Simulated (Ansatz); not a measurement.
Consider the formal exchange of groups at a B–F bond: `FB(F)S` + `[SiH3]OC1CO1` → `FB(S)O[SiH3]` + `FC1CO1`.

Isolated molecules relaxed with PBE0-D4/def2-TZVP in Ansatz; ΔE leaves out vibrations. CBS: MP2 limit from def2 TZ/QZ plus the TZ coupled-cluster correction, frozen cores. This one scheme is used for every species. DFT in def2-TZVPP. B3LYP here is the variant with VWN-RPA as its local correlation; programs differ in this. One conformer a species, not always the lowest.

```
             level  ΔE (kcal/mol)  difference from CCSD(T)/CBS
            PBE-D4            3.0                         -0.5
         r2SCAN-D4            3.0                         -0.5
           PBE0-D4            2.9                         -0.6
          B3LYP-D4            2.6                         -0.9
           ωB97X-V            3.0                         -0.5
           ωB97M-V            3.2                         -0.3
            B2PLYP            3.1                         -0.4
               PBE            2.8                         -0.7
            r2SCAN            2.9                         -0.6
              PBE0            2.8                         -0.7
             B3LYP            2.3                         -1.2
     HF/def2-TZVPP            2.0                         -1.5
    MP2/def2-TZVPP            4.4                          0.9
SCS-MP2/def2-TZVPP            3.9                          0.4
   CCSD/def2-TZVPP            3.6                          0.1
CCSD(T)/def2-TZVPP            3.9                          0.4
     HF/def2-QZVPP            1.9                         -1.6
    MP2/def2-QZVPP            4.2                          0.7
SCS-MP2/def2-QZVPP            3.7                          0.2
      HF/CBS(def2)            1.9                         -1.6
     MP2/CBS(def2)            4.1                          0.6
    CCSD/CBS(def2)            3.3                         -0.2
       CCSD(T)/CBS            3.5                            0
```

Largest T1 diagnostic among the species: 0.013.

In def2-TZVPP, CCSD(T) changes the Hartree–Fock value by +1.8 kcal/mol (the triples alone add +0.2 kcal/mol) and MP2 by +2.3 kcal/mol.
